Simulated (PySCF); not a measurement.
# A survey of $^{19}$F NMR shifts

- NMR shieldings at PBE0/pcSseg-1/GIAO
- structure optimised with GFN2-xTB
- run in PySCF 2.14.0 with density-fitted response routines
- no relativistic terms, a single conformation, gas phase, equivalent nuclei averaged

Shieldings were converted by a linear fit to measured shifts: $^{19}$F (scatter 6.0 ppm rms, 7.0 ppm with the 5 outliers that the fit left out vs CFCl3, solution or neat liquid, with a term for F on sp3 carbon). Occasional misses reach two or three times the rms, and more in compound classes unlike the fitted ones.

Task: Give the $^{19}$F shifts of `C[C@@H](O[SiH3])[C@H](F)C(=O)O`, `CO[C@@]1(O[SiH2]O)C[C@@H]1F`, `F[C@H]1CO[C@H](O[SiH3])OC1`, `CO[SiH2]O[C@@H]1C[C@@H](F)O1`.

Result: 
```
                      compound                environment  δ (ppm)
C[C@@H](O[SiH3])[C@H](F)C(=O)O  fluorine on an sp3 carbon   -199.2
   CO[C@@]1(O[SiH2]O)C[C@@H]1F  fluorine on an sp3 carbon   -212.8
    F[C@H]1CO[C@H](O[SiH3])OC1  fluorine on an sp3 carbon   -184.3
  CO[SiH2]O[C@@H]1C[C@@H](F)O1  fluorine on an sp3 carbon   -111.4
```

Task: Order these by $^{19}$F shift, lowest first.
A. OC[C@@H]1O[C@H](F)CO[SiH2]1
B. O[Si]1(CF)OCCCO1
C. CO[Si](O)(/C=C/F)OC
D. CO[Si](O)(/C=C\F)OC
E. C[C@@H](O[SiH3])[C@@H](F)C(=O)O
F. O[SiH2]/C(F)=C\[SiH2]O[SiH3]

Result: B (-281.8 ppm, fluorine on an sp3 carbon), E (-195.1 ppm, fluorine on an sp3 carbon), A (-130.1 ppm, fluorine on an sp3 carbon), D (-99.9 ppm, vinylic fluorine), C (-78.1 ppm, vinylic fluorine), F (-57.1 ppm, vinylic fluorine).
